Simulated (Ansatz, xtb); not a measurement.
C4H7BN2O2: which of two isomers lies lower

Structure a is `N#C[C@@H]1CCOB(N)O1`, a singlet and structure b is `Cn1ccnc1B(O)O`, a singlet. Both are isolated molecules in the gas phase, relaxed with r2SCAN-D4/def2-SVP; the shapes shown needn't be the lowest conformers.

a (Å):

```xyz
16

C     0.6030    1.8495    1.6080
C     0.9507    0.4864    1.1488
C     0.2888    0.1828   -0.2005
C    -1.2157    0.0757   -0.0135
B    -0.6674   -1.0696    2.0510
N     0.3060    2.9166    1.9607
N    -1.0199   -1.9689    3.0713
O    -1.5407   -0.8401    1.0149
O     0.5843   -0.4625    2.1228
H     2.0503    0.4549    1.0463
H     0.6977   -0.7760   -0.5624
H     0.5396    0.9612   -0.9386
H    -1.6976   -0.2693   -0.9429
H    -1.6394    1.0693    0.2292
H    -0.4210   -2.1477    3.8648
H    -1.9135   -2.4398    3.0867
```

b (Å):

```yaml
atoms:
  - { symbol: C, position_ang: [0.6534, -0.4970, -0.5231] }
  - { symbol: C, position_ang: [0.2985, 1.7056, 0.6277] }
  - { symbol: C, position_ang: [-0.3262, 2.0837, 1.8040] }
  - { symbol: C, position_ang: [-0.5436, -0.0619, 1.6596] }
  - { symbol: B, position_ang: [-1.0048, -1.4824, 2.1145] }
  - { symbol: N, position_ang: [0.1540, 0.3449, 0.5476] }
  - { symbol: N, position_ang: [-0.8395, 0.9905, 2.4291] }
  - { symbol: O, position_ang: [-0.7435, -2.6091, 1.3866] }
  - { symbol: O, position_ang: [-1.6893, -1.5500, 3.2866] }
  - { symbol: H, position_ang: [0.3814, -1.5370, -0.3090] }
  - { symbol: H, position_ang: [1.7491, -0.4168, -0.5957] }
  - { symbol: H, position_ang: [0.2107, -0.1974, -1.4855] }
  - { symbol: H, position_ang: [0.8209, 2.2732, -0.1412] }
  - { symbol: H, position_ang: [-0.4227, 3.0891, 2.2161] }
  - { symbol: H, position_ang: [-1.1048, -3.3924, 1.8233] }
  - { symbol: H, position_ang: [-1.7636, -0.6429, 3.6364] }
```

Estimate which is lower in electronic energy at CCSD(T)/def2-SVP + ΔMP2/def2-TZVPP, and by roughly how much.

Too close to call at this level: CCSD(T)/def2-SVP + ΔMP2/def2-TZVPP gives E(b) − E(a) = −1.87 kcal/mol.

The same difference at several levels:

```csv
level,geometry,E(b) − E(a) (kcal/mol),departure from the last row (kcal/mol),"job, with rough time for the two"
GFN2-xTB,GFN2-xTB,−21.64,−19.77,"optimisation, 0.29 s"
HF/STO-3G,GFN2-xTB,+33.26,+35.13,"single point, 0.4 s"
r2SCAN-D4/def2-SVP//GFN2-xTB,GFN2-xTB,−10.27,−8.41,"single point, 3.9 s"
r2SCAN-D4/def2-SVP,r2SCAN-D4/def2-SVP,−10.87,−9.00,"optimisation, 1.8 min"
HF/def2-SVP,r2SCAN-D4/def2-SVP,+5.83,+7.70,part of the CCSD(T) run
MP2/def2-SVP,r2SCAN-D4/def2-SVP,−6.00,−4.13,part of the CCSD(T) run
CCSD(T)/def2-SVP,r2SCAN-D4/def2-SVP,−1.97,−0.10,single point
CCSD(T)/def2-SVP + ΔMP2/def2-TZVPP,r2SCAN-D4/def2-SVP,−1.87,,"single point, 2 min"
```

As drawn, b has 1 C–N, 4 C∷N, 1 C∷C, 1 C–B, 2 O–H in place of 1 C≡N, 3 C–C, 2 C–O, 1 B–N, 2 N–H (∷ is an aromatic bond). Structure a has a 6-membered ring, b a 5-membered ring (with an aromatic ring).

HF/STO-3G, HF/def2-SVP put the two in the other order. The largest departure from CCSD(T)/def2-SVP + ΔMP2/def2-TZVPP is that of HF/STO-3G, 35.13 kcal/mol. The last row adds to CCSD(T) the change of the MP2 difference between the two basis sets, here +0.10 kcal/mol.

With thermal terms from frequencies at re-optimised GFN2-xTB minima (ideal gas, soft modes damped towards free rotors, one conformer each, 298.15 K, 1 atm): on the last row, ΔE + ΔZPE = −1.68, ΔH = −1.68, ΔG = −1.89 kcal/mol.

The correlated steps freeze 9 core orbitals. Mirror images aren't counted in ΔG. Programs: Ansatz 0.2.0, xtb 6.7.1; the last row on 4 threads of Arm Neoverse V2 on a shared host.
